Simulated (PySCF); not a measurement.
2-ethynylpyridine, C7H5N.
SMILES with atom numbers: `[CH:1]#[C:2][c:3]1[cH:4][cH:5][cH:6][cH:7][n:8]1` (hydrogens: H9 on C1; H10 on C4; H11 on C5; H12 on C6; H13 on C7)

Method: PBE0-D3(BJ)/def2-SVP geometry optimisation, gas phase (PySCF); density fitting, grid level 1; the optimiser is geomeTRIC in internal coordinates, started from a GFN2-xTB structure.

Geometry at step 0:
```
atom  x, y, z in Å
C1      3.2350   -0.7099   -0.4140
C2      2.0585   -0.5198   -0.2705
C3      0.6712   -0.2687   -0.1027
C4      0.2209    1.0346    0.1300
C5     -1.1370    1.2398    0.2900
C6     -1.9937    0.1513    0.2121
C7     -1.4433   -1.1003   -0.0263
N8     -0.1518   -1.3124   -0.1789
H9      4.2618   -0.8855   -0.5408
H10     0.9256    1.8507    0.1798
H11    -1.5240    2.2326    0.4719
H12    -3.0592    0.2696    0.3325
H13    -2.0683   -1.9814   -0.1009
```

**Question.** Give the atomic forces at this geometry.

**Answer.** 
| atom | Fx (eV/Å) | Fy (eV/Å) | Fz (eV/Å) |
| --- | --- | --- | --- |
| C1 | 0.253 | -0.016 | -0.023 |
| C2 | -0.580 | 0.101 | 0.063 |
| C3 | -0.170 | 0.125 | 0.038 |
| C4 | -0.101 | -0.075 | -0.004 |
| C5 | -0.041 | -0.098 | -0.010 |
| C6 | 0.087 | 0.081 | 0.002 |
| C7 | -0.016 | 0.029 | 0.006 |
| N8 | 0.240 | -0.384 | -0.085 |
| H9 | 1.050 | -0.183 | -0.128 |
| H10 | 0.295 | 0.315 | 0.023 |
| H11 | -0.147 | 0.403 | 0.075 |
| H12 | -0.480 | 0.040 | 0.048 |
| H13 | -0.389 | -0.336 | -0.006 |

The largest, 1.07 eV/Å, acts on H9; the rms over all components is 0.265 eV/Å. The forces sum to zero within rounding, as they must for an isolated molecule in no field.

**Question.** Give the force on H9 in Eh/bohr and in nN.

**Answer.** 1.074 eV/Å ÷ 51.422 = 0.02088 Eh/bohr, and 1.074 eV/Å × 1.602 = 1.72 nN.

**Question.** How far is this geometry from the end of the optimisation?

**Answer.** 0.049 eV above it, and 0.025 Å rms away after alignment. The bonds farthest from their final lengths, with half the difference of the two atoms' forces along the bond (positive lengthens):

| bond | now (Å) | final (Å) | force along bond (eV/Å) |
| --- | --- | --- | --- |
| C1–H9 | 1.049 | 1.074 | +0.41 |
| C2–C3 | 1.420 | 1.436 | -0.20 |
| C7–H13 | 1.083 | 1.096 | +0.26 |
| C6–H12 | 1.079 | 1.092 | +0.28 |
| C1≡C2 | 1.200 | 1.212 | +0.42 |
| C5–H11 | 1.081 | 1.093 | +0.26 |

The angle farthest from its final value is C6–C7–H13, 121.1° against 120.1°.

Of the 6 listed bonds off by 0.010 Å or more, this force points towards the final length in 5.

The cost below is that of the whole optimisation. On one thread of an Intel Xeon 6975P-C, no GPU, on a shared host, this took 11 s and 0.59 GiB of memory at its peak.
